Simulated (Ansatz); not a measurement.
```yaml
crystal:
  periodic: [false, false, false]
  atoms:
    - {symbol: C, position_ang: [0.280684, 0.702793, 1.253693]}
    - {symbol: C, position_ang: [0.100891, 0.004574, -0.075113]}
    - {symbol: C, position_ang: [1.039664, -1.091263, -0.319764]}
    - {symbol: C, position_ang: [-1.357986, -0.694830, 0.032960]}
    - {symbol: Al, position_ang: [0.035216, 1.412797, -1.399359]}
    - {symbol: F, position_ang: [-1.066160, 2.537454, -1.289170]}
    - {symbol: F, position_ang: [0.932579, 1.235780, -2.756638]}
    - {symbol: H, position_ang: [0.506735, -0.018073, 2.312381]}
    - {symbol: H, position_ang: [-0.379191, 1.465632, 1.614887]}
    - {symbol: H, position_ang: [1.210382, 1.110452, 1.167896]}
    - {symbol: H, position_ang: [0.944108, -1.731386, -1.253522]}
    - {symbol: H, position_ang: [1.151565, -1.929919, 0.447209]}
    - {symbol: H, position_ang: [2.123905, -0.547727, -0.413291]}
    - {symbol: H, position_ang: [-1.687714, -1.200984, -0.762640]}
    - {symbol: H, position_ang: [-1.433000, -1.500290, 1.068700]}
    - {symbol: H, position_ang: [-2.269909, 0.005465, 0.176470]}
basis:
  gaussian: {orbitals: def2-TZVPP}
hamiltonian: {xc: {name: HF}}
correlation: {method: rpa}
```

```sh
$ ansatz run in.yaml --threads 4 --pin off --events-out ev --progress --plain --max-ram 11315MiB
```

It prints (some lines left out):

```
Functional definition: HF
  name "HF"
  cite "Fock, Z. Phys. 61, 126 (1930) doi:10.1007/BF01340294"
  parent pbe
  exchange = exact_x
  correlation = 0
2109 factors; integrals over basis functions are off by at most 9.6e-4 eV
mean field evaluation 1: about -16258.5343 eV, gradient 5.3e1 eV
mean field evaluation 2: about -16258.7638 eV, gradient 5.4e1 eV
mean field evaluation 4: about -16264.9272 eV, gradient 4.5e0 eV
mean field evaluation 8: about -16265.0279 eV, gradient 2.9e-1 eV
mean field -16265.02832298 eV, -597.7287660374 hartree, gradient 3.2e-6 eV, S^2 0.000000; 0 other end points of the search recorded, 0 dependent functions left out
11 core orbitals not correlated: weight in the atoms' cores, before any rotation towards them, 1.000 or more for the frozen orbitals, at most 0.000 for the correlated occupied ones
reference -16265.02832298 eV, -597.7287660374 hartree; 21, 21 occupied and 322, 322 virtual orbitals, 2109 factors
Total energy: -16306.86528093 eV, -599.2662458837 hartree
```

It took 16 s on 4 threads of an Arm Neoverse V1 on a shared host, with 1.3 GiB of host memory at the peak.
